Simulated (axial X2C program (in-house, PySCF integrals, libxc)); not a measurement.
**Potential curves of OsH, 2c**

All values were computed with an in-house relativistic program for diatomic molecules. Two-component (2c) means X2C with spin–orbit coupling and atomic mean-field two-electron Coulomb and Gaunt terms. Basis: Os dyall-cv3z [13s14p9d6f4g], H dyall-v3z [6s2p1d] (cores contracted in-house); Gaussian nuclei, density fitting, unrestricted open shells. Masses: Os 191.961 u, H 1.008 u.

State: Ω = 5/2 (⟨Sz⟩ = 1.42, ⟨Lz⟩ = 1.08 at M06). Energies in cm⁻¹ from the fragments at the same level (Os + H). Fits are polynomials in 1 − R0/R over 0.85 to 1.23 times the lowest point R0.

| R (Å) | M06 | PBE0 |
| --- | --- | --- |
| 1.3737 | -14409 | -16435 |
| 1.4369 | -17045 | -18937 |
| 1.4843 | -18274 | -20051 |
| 1.5316 | -18992 | -20644 |
| 1.5790 | -19296 | -20817 |
| 1.6343 | -19230 | -20596 |
| 1.6895 | -18808 | -20019 |
| 1.7606 | -17871 | -18887 |
| 1.8474 | -16309 | -17098 |
| 1.9737 | -13576 | -14049 |

The state is one determinant whose occupation by symmetry is held fixed; it was picked as the lowest of a PBE0 search that is not exhaustive. De is counted from the lowest determinant-based energies of the atoms at the same level, without counterpoise correction. Density functionals use the spin component along the axis (collinear). The functionals have no current-density term, which raises determinants with orbital currents, atoms included. With several unpaired electrons one determinant need not be a pure state. The lowest spin-free determinant has another configuration (M_S = 3/2, Λ = 0), so the order of states is uncertain and this need not be the ground state.

Fit the M06 curve near its minimum: give the equilibrium distance, the harmonic wavenumber and the well depth.

At M06, 2c: Re = 1.597 Å, ωe ≈ 2150 cm⁻¹, De = 2.40 eV to Os + H; Be follows as 6.59 cm⁻¹.

What are Re, ωe and De at the PBE0 level?

At PBE0, 2c: Re = 1.578 Å, ωe ≈ 2260 cm⁻¹, De = 2.58 eV to Os + H; Be follows as 6.75 cm⁻¹.
